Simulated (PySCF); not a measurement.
Correlation energy of P²⁺ (phosphorus, charge +2)

[Ne] 3s1 3p2, high-spin 4P determinant (an excited configuration). Computed with PySCF 2.14 in x2c-TZVPPall (5s5p3d1f, 42 functions), with the spin-free X2C one-electron Hamiltonian (Gaussian nucleus). Frozen: 1s2; 11 electrons correlated.

```tsv
level	correlation energy (mhartree)
CCSD	-170.25
(T)	-0.93
CCSD(T)	-171.18
```

Diagnostics: T1 = 0.0025, D1 = 0.0080, largest double amplitude 0.066.

Cost of the coupled-cluster step: of the order of 3 core-seconds, for 11 correlated electrons.

Iterations:

```
CC2 = 0
CCSD nocc = (np.int64(7), np.int64(4)), nmo = (41, 41)
frozen orbitals [[0], [0]]
max_cycle = 100
direct = 0
conv_tol = 1e-08
conv_tol_normt = 1e-06
diis_space = 8
diis_start_cycle = 0
Init t2, MP2 energy = -0.162634445507338
Init E_corr(UCCSD) = -0.162634445508811
cycle = 1  E_corr(UCCSD) = -0.168062485853982  dE = -0.00542804035  norm(t1,t2) = 0.0234871
cycle = 2  E_corr(UCCSD) = -0.169613665686926  dE = -0.00155117983  norm(t1,t2) = 0.00854233
cycle = 3  E_corr(UCCSD) = -0.170262792906709  dE = -0.00064912722  norm(t1,t2) = 0.00344331
cycle = 4  E_corr(UCCSD) = -0.170250689381893  dE = 1.21035248e-05  norm(t1,t2) = 0.000272419
cycle = 5  E_corr(UCCSD) = -0.170245325494213  dE = 5.36388768e-06  norm(t1,t2) = 5.77986e-05
cycle = 6  E_corr(UCCSD) = -0.1702471569186  dE = -1.83142439e-06  norm(t1,t2) = 1.31538e-05
cycle = 7  E_corr(UCCSD) = -0.17024703216999  dE = 1.2474861e-07  norm(t1,t2) = 1.25976e-06
cycle = 8  E_corr(UCCSD) = -0.170247022494187  dE = 9.67580305e-09  norm(t1,t2) = 1.67583e-07
UCCSD converged
E(UCCSD) = -340.4260611983457  E_corr = -0.1702470224941867
UCCSD(T) correction = -0.000927718405053379
```

This basis was not built for core-valence correlation, so the inner-shell part is incomplete.
